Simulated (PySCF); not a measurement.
C3H8MgO, SMILES [CH](C)(C)[Mg][OH]. Coordinates come from a PBE0-D3(BJ)/def2-SVP optimisation. The structure was generated by enumeration; whether it is a known compound was not checked. Other conformers were not sampled.

Give the equilibrium geometry at PBE0-D3(BJ)/def2-SVP (PySCF confirms it by a frequency run) as bond lengths and angles, and its point group. (An estimate is asked for; the answer gives what the named calculation found.)

One answer among several that fit: point group Cs.
Atoms: Mg1 C2 C3 C4 H5 H6 H7 H8 H9 H10 H11 O12 H13. Bond lengths (Å): Mg1–C2 2.115, Mg1–O12 1.770, C2–C3 1.529, C2–C4 1.529, C2–H5 1.108, C3–H6 1.108, C3–H7 1.104, C3–H8 1.103, C4–H9 1.103, C4–H10 1.108, C4–H11 1.104, O12–H13 0.951. Bond angles (°): C2–Mg1–O12 179.4, Mg1–C2–C3 112.5, Mg1–C2–C4 112.5, Mg1–C2–H5 105.2, C3–C2–C4 111.0, C3–C2–H5 107.6, C4–C2–H5 107.6, C2–C3–H6 111.7, C2–C3–H7 112.2, C2–C3–H8 112.8, H6–C3–H7 106.1, H6–C3–H8 106.7, H7–C3–H8 106.9, C2–C4–H9 112.8, C2–C4–H10 111.7, C2–C4–H11 112.2, H9–C4–H10 106.7, H9–C4–H11 106.9, H10–C4–H11 106.1, Mg1–O12–H13 178.1.
Charge 0, spin multiplicity 1.
